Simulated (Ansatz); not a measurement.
Gas-phase electronic energies from Ansatz, PBE0-D4/def2-TZVP geometries. CBS: MP2 limit from def2 TZ/QZ plus the TZ coupled-cluster correction, frozen cores. This one scheme is used for every species. Functionals use def2-TZVPP. Each species was taken in one conformer, which may not be the lowest.

`O=C=[N][AlH][Cl]` + CH₄ → `[CH3][AlH][N]=C=O` + HCl  (formal exchange of groups at the Al–Cl bond)

`O=C=[N][AlH][Cl]`:

Cartesian coordinates in Å:
```
O -0.695 -1.152 2.608
C -0.486 -0.715 1.550
N -0.284 -0.269 0.458
Al 0.182 0.434 -1.082
Cl 2.083 1.271 -1.237
H -0.801 0.431 -2.296
```

CH₄:

Z-matrix (Å, degrees):
```
C
H 1 1.090
H 1 1.090 2 109.5
H 1 1.090 2 109.5 3 -120.0
H 1 1.090 2 109.5 3 120.0
```

`[CH3][AlH][N]=C=O`:

```xyz
9

C     0.303   -0.763    1.469
Al   -0.078   -0.723   -0.431
N    -0.259    0.863   -1.211
C    -0.383    1.920   -1.754
O    -0.504    2.954   -2.282
H     0.289   -1.776    1.878
H     1.290   -0.335    1.672
H    -0.419   -0.159    2.027
H    -0.239   -1.981   -1.370
```

HCl:

```xyz
2

Cl    0.307    0.342   -0.444
H    -0.307   -0.342    0.444
```

**Question.** Is it downhill or uphill in electronic energy at CCSD(T)/CBS, and by how much? (Estimate.)

**Answer.** Ansatz gave: Uphill: ΔE = +1.73 eV.

**Question.** What do these levels give: revPBE-D4, revPBE, PBE0, HF/def2-TZVPP, CCSD/def2-TZVPP, HF/CBS(def2)? (Estimate.)

**Answer.** The calculation gave: revPBE-D4 1.67, revPBE 1.68, PBE0 1.71, HF/def2-TZVPP 1.89, CCSD/def2-TZVPP 1.73, HF/CBS(def2) 1.89 eV.

Largest T1 diagnostic among the species: 0.015.

From BLYP to BHLYP (50 % exact exchange), in def2-TZVPP and without D4, ΔE moves by +0.09 eV. Leaving LDA and LC-ωPBE aside and taking each functional with its dispersion term where it has one, the values, not all of them listed here, spread over 0.15 eV, from PBE-D4 to BHLYP-D4. LDA lies −0.06 eV from PBE without D4. In def2-TZVPP, CCSD(T) changes the Hartree–Fock value by −0.18 eV (the triples alone add −0.01 eV) and MP2 by −0.13 eV.
